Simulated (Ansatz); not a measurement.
Relaxation of CH$_{5}$AlClN (9 atoms, charge 0, multiplicity 1), to a largest force component of 0.015 eV/Å in at most 40 steps.

The calculation used RKS B3LYP-D4/def2-SVP in Ansatz.

```xyz
9
Properties=species:S:1:pos:R:3:forces:R:3
C -0.206 1.364 -0.590 -0.99 0.68 -0.43
Al -0.267 -0.539 -0.182 0.46 -0.77 0.76
N 0.414 -1.154 1.467 -2.65 -0.18 -0.18
Cl -1.012 -1.968 -1.643 0.28 0.56 0.67
H 0.342 1.578 -1.540 -0.13 0.01 0.46
H 0.196 1.984 0.242 0.09 -0.27 -0.33
H -1.269 1.759 -0.758 1.02 -0.50 0.10
H 0.639 -0.343 2.056 0.12 -0.16 -0.04
H -0.386 -1.646 2.011 1.80 0.63 -1.00
```

Q: Where does it end, and by what steps?

A: It converged. The force dipped under the threshold on the way, but the program's further checks kept it going. After 7 steps the energy has fallen by 0.526 eV; H9 moved furthest, 0.59 Å.

```
step  energy less start (eV)  largest force component (eV/Å)  accepted
   0                  0.0000                           2.654       yes
   1                 -0.2541                           1.845       yes
   2                 -0.3555                           1.716       yes
   3                 -0.5140                           0.391       yes
   4                 -0.5206                           0.217       yes
   5                 -0.5249                           0.062       yes
   6                 -0.5254                           0.010       yes
   7                 -0.5256                           0.010       yes
```

```xyz
9
Properties=species:S:1:pos:R:3
C -0.215 1.422 -0.649
Al -0.339 -0.439 -0.098
N 0.114 -1.020 1.509
Cl -1.052 -1.913 -1.447
H 0.381 1.518 -1.572
H 0.244 2.063 0.122
H -1.216 1.829 -0.874
H 0.478 -0.438 2.257
H 0.056 -1.986 1.817
```

The run took 28 s on 1 CPU thread of a shared host.
